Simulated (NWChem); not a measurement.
System: ZrO2; SMILES [O]=[Zr]=[O]

Here is an NWChem input.

```
start job
memory heap 200 mb stack 900 mb global 1100 mb
geometry units angstroms
  Zr     0.165235    -0.143249     0.169649
  O      0.621813     0.614572    -1.373975
  O     -1.563933     0.202192     0.406681
end
basis spherical
  * library def2-svp
end
ecp
  Zr library def2-ecp
end
dft
  xc pbe0
  iterations 150
end
driver
  maxiter 120
end
task dft optimize
dft
  grid fine
  convergence energy 1d-8 density 1d-7
end
task dft freq numerical
```

Output (shortened):

```
             Northwest Computational Chemistry Package (NWChem) 7.3.0
             --------------------------------------------------------

 C2V symmetry detected

                             Geometry "geometry" -> ""
                             -------------------------

 Output coordinates in angstroms (scale by  1.889725989 to convert to a.u.)

  No.       Tag          Charge          X              Y              Z
 ---- ---------------- ---------- -------------- -------------- --------------
    1 Zr                  40.0000     0.00000000     0.00000000     0.30451886
    2 O                    8.0000     1.42462966     0.00000000    -0.76129714
    3 O                    8.0000    -1.42462966     0.00000000    -0.76129714

 Effective nuclear repulsion energy (a.u.)     202.2384743575

      Symmetry information
      --------------------

 Group name             C2v
 Group number             16
 Group order               4
 No. of unique centers     2

                                Z-matrix (autoz)
                                --------

 Units are Angstrom for bonds and degrees for angles

      Type          Name      I     J     K     L     M      Value
      ----------- --------  ----- ----- ----- ----- ----- ----------
    1 Stretch                  1     2                       1.77919
    2 Stretch                  1     3                       1.77919
    3 Bend                     2     1     3               106.39707

                           NWChem Geometry Optimization
                           ----------------------------

 maximum gradient threshold         (gmax) =   0.000450
 rms gradient threshold             (grms) =   0.000300
 maximum cartesian step threshold   (xmax) =   0.001800
 rms cartesian step threshold       (xrms) =   0.001200
 fixed trust radius                (trust) =   0.300000
 source of zmatrix                         =   autoz

          -------------------
          Energy Minimization
          -------------------

 Using diagonal initial Hessian
 Scaling for Hessian diagonals: bonds = 1.00  angles = 0.25  torsions = 0.10

          --------
          Step   0

                                 NWChem DFT Module
                                 -----------------

[...]

      ----------------------
      Optimization converged
      ----------------------

  Step       Energy      Delta E   Gmax     Grms     Xrms     Xmax
  ---- ---------------- -------- -------- -------- -------- --------
@    3    -197.24413848 -7.2D-08  0.00004  0.00003  0.00016  0.00039
                                     ok       ok       ok       ok

                                Z-matrix (autoz)
                                --------

 Units are Angstrom for bonds and degrees for angles

      Type          Name      I     J     K     L     M      Value     Gradient
      ----------- --------  ----- ----- ----- ----- ----- ---------- ----------
    1 Stretch                  1     2                       1.76138    0.00004
    2 Stretch                  1     3                       1.76138    0.00004
    3 Bend                     2     1     3               108.05990    0.00002

                         Geometry "geometry" -> "geometry"
                         ---------------------------------

 Output coordinates in angstroms (scale by  1.889725989 to convert to a.u.)

  No.       Tag          Charge          X              Y              Z
 ---- ---------------- ---------- -------------- -------------- --------------
    1 Zr                  40.0000     0.00000000     0.00000000     0.28368852
    2 O                    8.0000     1.42553066     0.00000000    -0.75088198
    3 O                    8.0000    -1.42553066     0.00000000    -0.75088198

 Effective nuclear repulsion energy (a.u.)     204.1557398692

      Symmetry information
      --------------------

 Group name             C2v
 Group number             16
 Group order               4
 No. of unique centers     2

[...]

 Rotational Constants
 --------------------
 A=   0.667529 cm-1  (  0.960404 K)
 B=   0.259319 cm-1  (  0.373095 K)
 C=   0.186765 cm-1  (  0.268708 K)

 Temperature                      =   298.15K
 frequency scaling parameter      =   1.0000

 Zero-Point correction to Energy  =    3.107 kcal/mol  (  0.004952 au)
 Thermal correction to Energy     =    5.203 kcal/mol  (  0.008292 au)
 Thermal correction to Enthalpy   =    5.795 kcal/mol  (  0.009235 au)

 Total Entropy                    =   63.963 cal/mol-K
   - Translational                =   40.290 cal/mol-K (mol. weight = 121.8941)
   - Rotational                   =   22.040 cal/mol-K (symmetry #  =        2)
   - Vibrational                  =    1.633 cal/mol-K

 Cv (constant volume heat capacity) =    8.533 cal/mol-K
   - Translational                  =    2.979 cal/mol-K
   - Rotational                     =    2.979 cal/mol-K
   - Vibrational                    =    2.574 cal/mol-K

[normal modes left out]

 ----------------------------------------------------------------------------
 Normal Eigenvalue ||           Projected Infra Red Intensities
  Mode   [cm**-1]  || [atomic units] [(debye/angs)**2] [(KM/mol)] [arbitrary]
 ------ ---------- || -------------- ----------------- ---------- -----------
    1       -0.000 ||    0.021146           0.488        20.614       3.539
    2       -0.000 ||    0.000002           0.000         0.002       0.000
    3        0.000 ||    0.027374           0.632        26.686       4.581
    4        0.000 ||    0.038467           0.887        37.500       6.438
    5        0.000 ||    0.038467           0.887        37.500       6.438
    6        0.000 ||    0.008034           0.185         7.832       1.345
    7      305.140 ||    0.012108           0.279        11.804       2.026
    8      902.745 ||    0.336418           7.761       327.957      56.301
    9      966.623 ||    0.055765           1.287        54.362       9.332
 ----------------------------------------------------------------------------
```

Level: PBE0/def2-SVP with def2 effective core potentials on Zr. def2 effective core potentials on Zr; no spin-orbit coupling.
